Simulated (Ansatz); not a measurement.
The same ligand exchange along the group B, Al, Ga, In.

Calculated with Ansatz (gas phase, PBE0-D4/def2-TZVP geometries, no zero-point term in ΔE). CCSD(T)/CBS adds triple-zeta CCSD(T) − MP2 to the extrapolated MP2 energy (def2 sets, frozen cores). This one scheme is used for every species. Elements past krypton have def2 core potentials. For Ga, In outer-core shells are correlated without core-valence functions, which leaves a few kJ/mol of doubt a bond. Scalar relativity is left out up to krypton. One conformer a species, not always the lowest.

(1) Order these by ΔE at CCSD(T)/CBS, lowest first. (Estimate.)
A. `F[SiH2][AlH2]` + `CN[SiH2]Cl` → `CN([SiH2]F)[SiH2]Cl` + `[AlH3]`
B. `B[SiH2]F` + `CN[SiH2]Cl` → `CN([SiH2]F)[SiH2]Cl` + BH₃
C. `F[SiH2][InH2]` + `CN[SiH2]Cl` → `CN([SiH2]F)[SiH2]Cl` + `[InH3]`
D. `F[SiH2][GaH2]` + `CN[SiH2]Cl` → `CN([SiH2]F)[SiH2]Cl` + `[GaH3]`

Largest T1 diagnostic: 0.014, for `[InH3]`.

Answers

(1) B (-0.99 eV), A (-0.87 eV), D (-0.70 eV), C (-0.58 eV).
